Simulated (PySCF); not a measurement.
Mn: excitation energy

Mn [Ar] 3d5 4s2 (6S) → Mn [Ar] 3d5 4s1 4p1 (8P), as a difference of total energies. All numbers are calculated (PySCF 2.14, no relativity, point nucleus, in aug-cc-pVTZ with one added diffuse shell each of s, p, d, f, g type (9s8p6d4f3g, 118 functions)). Correlated levels: valence: [Ar] frozen. The calculations carry no spin-orbit coupling.

```
           method  excitation energy (eV)  difference from reference (eV)
              UHF                   1.082                          -1.221
              LDA                   2.321                          +0.018
              PBE                   2.095                          -0.208
             PBE0                   1.952                          -0.351
           r2SCAN                   1.740                          -0.563
            B3LYP                   2.480                          +0.177
           PBEsol                   2.055                          -0.248
          r2SCAN0                   1.779                          -0.524
    MP2 (valence)                   1.924                          -0.379
SCS-MP2 (valence)                   2.267                          -0.036
```

Reference: 2.303 eV (measured; NIST levels, between the centres of gravity of the two terms).

These non-relativistic numbers lack the scalar-relativistic shift.

Errors of the correlated levels include the incompleteness of this basis and the frozen core.
